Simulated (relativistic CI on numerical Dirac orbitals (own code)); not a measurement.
## Crystal-field levels of Mn6+, 3d

Calculated by Dirac-Coulomb-Breit CI, orbitals from a KLI potential per configuration, model QED, one configuration in a parametric crystal field, unscaled Slater integrals (own radial code).

Field parameters in Wybourne normalisation: Td as Oh with Dq negative (B⁴₀ = 21Dq, B⁴₄ = √(5/14) B⁴₀). The field is a parameter set, without covalency.

S is read from ⟨S²⟩ = S(S + 1).

Levels (cm⁻¹, degeneracy): 0 (4), 10815 (4), 11557 (2).

Question: Which field gives this pattern?
A. Td, 10Dq = -2600 cm⁻¹
B. Td, 10Dq = -15150 cm⁻¹
C. Td, 10Dq = -11000 cm⁻¹
D. Td, 10Dq = -4700 cm⁻¹

Answer: C. Td, 10Dq = -11000 cm⁻¹, ground level with S = 0.50.
